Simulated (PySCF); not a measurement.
Be²⁺ (beryllium, charge +2): Hartree-Fock from Schrödinger to Dirac-Coulomb-Breit

Occupied: 1s1/2. Hartree-Fock calculated with PySCF 2.14 in an uncontracted even-tempered set (17 s from 0.033 bohr⁻², ratio 2.7; 10 p from 0.04 bohr⁻², ratio 2.7), Gaussian nucleus throughout. NR is non-relativistic, sf-X2C the spin-free one-electron X2C Hamiltonian, X2C adds the bare one-electron spin-orbit term, X2C-SNSO screens it by Boettger's factors, DC is four-component Dirac-Coulomb, and the Gaunt and Breit terms are added at first order (total energies over the DC spinors, levels after relaxing the spinors in that mean field). QED terms are absent. Levels marked empty are virtual spinors of this ion.

| Hamiltonian | E (hartree) |
| --- | --- |
| NR | -13.6112 |
| sf-X2C | -13.6136 |
| X2C | -13.6136 |
| X2C-SNSO | -13.6136 |
| DC | -13.6139 |
| DC+Gaunt | -13.6133 |
| DC+Breit | -13.6133 |

```
   level (eV)       NR   sf-X2C      X2C  X2C-SNSO       DC  DC+Gaunt  DC+Breit
        1s1/2  -154.21  -154.23  -154.23   -154.23  -154.24   -154.22   -154.22
2s1/2 (empty)  -18.123  -18.126  -18.126   -18.126  -18.126   -18.125   -18.125
2p1/2 (empty)  -14.133  -14.133  -14.135   -14.134  -14.134   -14.133   -14.133
2p3/2 (empty)  -14.133  -14.133  -14.133   -14.133  -14.133   -14.132   -14.133
3s1/2 (empty)   -7.234   -7.235   -7.235    -7.235   -7.235    -7.235    -7.235
```

Q: How large are the two-electron picture-change error of X2C and the Breit correction in the total energy?

A: X2C-1e lies 0.0003 hartree above Dirac-Coulomb; Gaunt adds 0.0007 and the full Breit term 0.0007 hartree.

```tsv
interval (eV)	X2C	X2C-SNSO	DC	DC+Gaunt	DC+Breit
2p3/2 − 2p1/2	0.002029	0.001522	0.001105	0.0007185	0.0007186
```

Weight of the small component: 1s1/2 0.000181, 2s1/2 1.85e-05, 2p1/2 1.53e-05, 2p3/2 1.53e-05, 3s1/2 7.64e-06.

Koopmans' value for the highest occupied level at DC+Breit: 154.22 eV, against an ionisation energy of 153.90 eV (theoretical estimate listed by NIST; NIST Atomic Spectra Database, ionization energies); the former lacks relaxation, correlation, QED and recoil.

Measured binding energies of an electron added to this ion (NIST): 2s1/2 18.211 eV, 2p1/2 14.252 eV, 2p3/2 14.252 eV, 3s1/2 7.272 eV; the virtual levels lack core polarisation.

The whole ladder took 23 s of wall time on 1 thread of Intel(R) Xeon(R) Platinum 8488C (shared host), launched as `OMP_NUM_THREADS=1 python relrun2.py TASK.json OUT` (a driver that calls PySCF for each Hamiltonian).

Dirac-Coulomb iterations, started from the X2C spinors:

```
with_ssss True, with_gaunt False, with_breit False
light speed = 137.03599967994
init E= -13.6138623502944
cycle= 1 E= -13.6139394511611  delta_E= -7.71e-05  |g|= 0.000598  |ddm|= 0.000246
cycle= 2 E= -13.6139394527274  delta_E= -1.57e-09  |g|= 8.74e-06  |ddm|= 1.63e-05
cycle= 3 E= -13.6139394527302  delta_E= -2.81e-12  |g|= 4.43e-07  |ddm|= 1.86e-06
```
